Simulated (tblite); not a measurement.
Species: C₆H₈NO (doublet state).
SMILES with atom numbers: `[CH2:1][C@@H:2]1[CH:3]=[C:4]([C:5]([NH2:6])=[O:7])[CH2:8]1` (hydrogens: H9, H10 on C1; H11 on C2; H12 on C3; H13, H14 on N6; H15, H16 on C8)

Structure used (GFN2-xTB), in Å, numbered top down from 1:
```xyz
16
C6H8NO angstrom
C     -2.316    0.447   -1.111
C     -1.581   -0.183   -0.021
C     -0.713    0.795    0.774
C      0.437    0.196    0.445
C      1.844    0.468    0.773
N      2.717   -0.423    0.231
O      2.207    1.398    1.463
C     -0.228   -0.876   -0.385
H     -1.779    0.910   -1.916
H     -3.369    0.633   -1.028
H     -2.231   -0.784    0.617
H     -0.976    1.670    1.337
H      3.700   -0.307    0.407
H      2.409   -1.188   -0.341
H     -0.132   -1.892   -0.005
H      0.004   -0.854   -1.449
```

Computed values, GFN2-xTB/tblite, gas phase, harmonic and unscaled. This tight-binding method is rough: wavenumbers can miss measured ones by several per cent, in bad cases by 10 to 20. One conformer, not necessarily the lowest. Open shells enter through the occupations alone, without spin polarisation, and single modes of such species can be off by tens of per cent.

Harmonic wavenumbers (cm⁻¹): 61.5, 86.3, 139.4, 162.4, 236.2, 258.0, 328.9, 387.1, 445.0, 494.8, 548.3, 552.3, 647.1, 683.1, 795.9, 839.4, 897.3, 934.6, 946.7, 1016.1, 1025.3, 1061.9, 1115.3, 1133.4, 1161.8, 1191.1, 1230.7, 1279.2, 1315.7, 1401.4, 1440.7, 1448.3, 1655.0, 1729.8, 2951.4, 2987.8, 3004.1, 3132.0, 3142.4, 3174.3, 3479.4, 3555.7.

A = 5195, B = 1260, C = 1086 MHz; mass 110.061 u (most abundant isotopes); point group C1, symmetry number 1; spin multiplicity 2.

Problem. Zero-point energy?

Solution. ½Σν̃ = 27039 cm⁻¹ = 323.45 kJ/mol.

Problem. Give the ideal-gas entropy at 273.15 K and 1 bar in the rigid-rotor, harmonic-oscillator model (classical rotation).

Solution. Translation 165.66, rotation 116.92, vibration 90.70, spin (R ln 2) 5.76: S = 379.0 J/(mol K).

Problem. And Cp and H(273.15 K) − H(0)?

Solution. Cp = 135.04 J/(mol K), of which vibrations give 101.78 (their classical limit is 42 R = 349.2); H(273.15 K) − H(0) = 22.73 kJ/mol without the zero-point energy, 13.64 from vibrations.

Problem. Which modes carry the vibrational entropy at 273.15 K?

Solution. 61.5 cm⁻¹: 17.72; 86.3 cm⁻¹: 14.94; 139.4 cm⁻¹: 11.07; 162.4 cm⁻¹: 9.86; 236.2 cm⁻¹: 7.01; 258.0 cm⁻¹: 6.38 J/(mol K); the other 36 give 23.72 together.

Problem. Blend soft modes into free rotors: weight 1/[1 + (100 cm⁻¹/ν̃)⁴] for the oscillator and the rest for a rotor with moment μB/(μ + B), μ = h/(8π²ν), B = 10⁻⁴⁴ kg m². What vibrational entropy results?

Solution. 85.21 J/(mol K) in place of 90.70, which changes −T·S at 273.15 K by +1.50 kJ/mol.

Hindered rotation and anharmonicity are outside this model. Other conformers, if any are populated, would add a mixing term that is left out. The structure is chiral; the term R ln 2 for an equal mix with its mirror image is left out.
